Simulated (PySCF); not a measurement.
F⁺ (fluorine, charge +1) across methods

[He] 2s1 2p5, high-spin 3P determinant (an excited configuration). All numbers are calculated (PySCF 2.14, the spin-free X2C one-electron Hamiltonian (Gaussian nucleus), in aug-cc-pCVTZ-DK with one added diffuse shell each of s, p, d, f type (8s7p5d3f, 75 functions)).

```json
{"method": "TPSSh", "E (hartree)": "-98.4886", "mean ε 2s α (eV)": "-51.934", "mean ε 2p α (eV)": "-31.517", "mean ε 2p β (eV)": "-27.205", "Σ⟨r²⟩ (bohr²)": "7.413", "⟨S²⟩": "2.003"}
{"method": "PBE0", "E (hartree)": "-98.3996", "mean ε 2s α (eV)": "-53.765", "mean ε 2p α (eV)": "-33.049", "mean ε 2p β (eV)": "-28.297", "Σ⟨r²⟩ (bohr²)": "7.418", "⟨S²⟩": "2.003"}
{"method": "PBE", "E (hartree)": "-98.4158", "mean ε 2s α (eV)": "-49.407", "mean ε 2p α (eV)": "-30.115", "mean ε 2p β (eV)": "-26.336", "Σ⟨r²⟩ (bohr²)": "7.467", "⟨S²⟩": "2.002"}
{"method": "UHF", "E (hartree)": "-98.11608", "mean ε 2s α (eV)": "-66.178", "mean ε 2p α (eV)": "-41.208", "mean ε 2p β (eV)": "-32.792", "Σ⟨r²⟩ (bohr²)": "7.386", "⟨S²⟩": "2.009"}
{"method": "B3LYP", "E (hartree)": "-98.4933", "mean ε 2s α (eV)": "-52.798", "mean ε 2p α (eV)": "-32.520", "mean ε 2p β (eV)": "-28.141", "Σ⟨r²⟩ (bohr²)": "7.446", "⟨S²⟩": "2.003"}
{"method": "wB97X-V", "E (hartree)": "-98.4522", "mean ε 2s α (eV)": "-55.977", "mean ε 2p α (eV)": "-35.402", "mean ε 2p β (eV)": "-31.099", "Σ⟨r²⟩ (bohr²)": "7.445", "⟨S²⟩": "2.003"}
{"method": "HSE06", "E (hartree)": "-98.4106", "mean ε 2s α (eV)": "-53.306", "mean ε 2p α (eV)": "-32.611", "mean ε 2p β (eV)": "-27.905", "Σ⟨r²⟩ (bohr²)": "7.420", "⟨S²⟩": "2.003"}
{"method": "LDA", "E (hartree)": "-97.8503", "mean ε 2s α (eV)": "-49.011", "mean ε 2p α (eV)": "-30.194", "mean ε 2p β (eV)": "-26.352", "Σ⟨r²⟩ (bohr²)": "7.502", "⟨S²⟩": "2.003"}
```

(1) Estimate the same row for r2SCAN.

Answers

(1) E (hartree) = -98.4465; mean ε 2s α (eV) = -51.632; mean ε 2p α (eV) = -31.105; mean ε 2p β (eV) = -26.639; Σ⟨r²⟩ (bohr²) = 7.391; ⟨S²⟩ = 2.004.
